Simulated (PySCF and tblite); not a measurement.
The numbers below are computed, except where a source is named.
**Barrier and rate of a rotation**

System: 2-bromo-3-methylbutane, C5H11Br, numbered as in [CH3:1][CH:2]([CH3:3])[C@H:4]([CH3:5])[Br:6].

Motion: rotation about the C2–C4 bond (torsion C1–C2–C4–C5 from 62° to 184°, rising). Level: PBE0/pcSseg-1 + D3(BJ) on GFN2-xTB stationary points, with GFN2-xTB thermal terms. Rates follow Eyring's equation with the number of equivalent paths and no tunnelling. (PySCF 2.14 with density fitting, tblite 0.8.)

```json
{"point": "start", "symmetry": "C1", "E(GFN2) kcal/mol": "0.0", "E(DFT) kcal/mol": "0.0", "ZPE change kcal/mol": "0.00", "lowest mode cm⁻¹": "71", "dipole D": "2.17"}
{"point": "saddle", "symmetry": "C1", "E(GFN2) kcal/mol": "3.6", "E(DFT) kcal/mol": "5.7", "ZPE change kcal/mol": "0.16", "lowest mode cm⁻¹": "70i", "dipole D": "2.19"}
{"point": "end", "symmetry": "C1", "E(GFN2) kcal/mol": "0.2", "E(DFT) kcal/mol": "1.0", "ZPE change kcal/mol": "0.07", "lowest mode cm⁻¹": "68", "dipole D": "2.27"}
```

```
Electronic barrier                                      : 5.7 kcal/mol
Barrier with zero-point energy                          : 5.9 kcal/mol
ΔH‡ (298 K)                                             : 5.2 kcal/mol
ΔS‡ (298 K, symmetry apart)                             : -4.4 cal/(mol K)
Paths                                                   : 1 equivalent path
End point                                               : a different minimum
Mean lifetime of the start against this motion at 298 K : 10 ns
Cost                                                    : 71 s on 1 thread of Arm Neoverse V2, shared host (rough), peak memory 0.99 GiB, launched as `OMP_NUM_THREADS=1 python ens_run.py task.json out`
```

```json
{"T/K": "150", "ΔG‡ kcal/mol": "6.1", "k s⁻¹": "4280", "ΔG kcal/mol": "1.1", "k back s⁻¹": "1.5×10⁵"}
{"T/K": "200", "ΔG‡ kcal/mol": "6.2", "k s⁻¹": "6.6×10⁵", "ΔG kcal/mol": "1.1", "k back s⁻¹": "9.5×10⁶"}
{"T/K": "250", "ΔG‡ kcal/mol": "6.4", "k s⁻¹": "1.4×10⁷", "ΔG kcal/mol": "1.1", "k back s⁻¹": "1.2×10⁸"}
{"T/K": "298", "ΔG‡ kcal/mol": "6.5", "k s⁻¹": "1×10⁸", "ΔG kcal/mol": "1.1", "k back s⁻¹": "6×10⁸"}
{"T/K": "350", "ΔG‡ kcal/mol": "6.7", "k s⁻¹": "4.6×10⁸", "ΔG kcal/mol": "1.1", "k back s⁻¹": "2.1×10⁹"}
{"T/K": "400", "ΔG‡ kcal/mol": "6.9", "k s⁻¹": "1.4×10⁹", "ΔG kcal/mol": "1.1", "k back s⁻¹": "5.3×10⁹"}
{"T/K": "500", "ΔG‡ kcal/mol": "7.3", "k s⁻¹": "6.6×10⁹", "ΔG kcal/mol": "1.1", "k back s⁻¹": "2×10¹⁰"}
```

ΔG and ΔG‡ leave out symmetry numbers and mirror images; rates count paths: 1 out, 1 back.

Spin–orbit effects of heavy atoms on shieldings are missing.
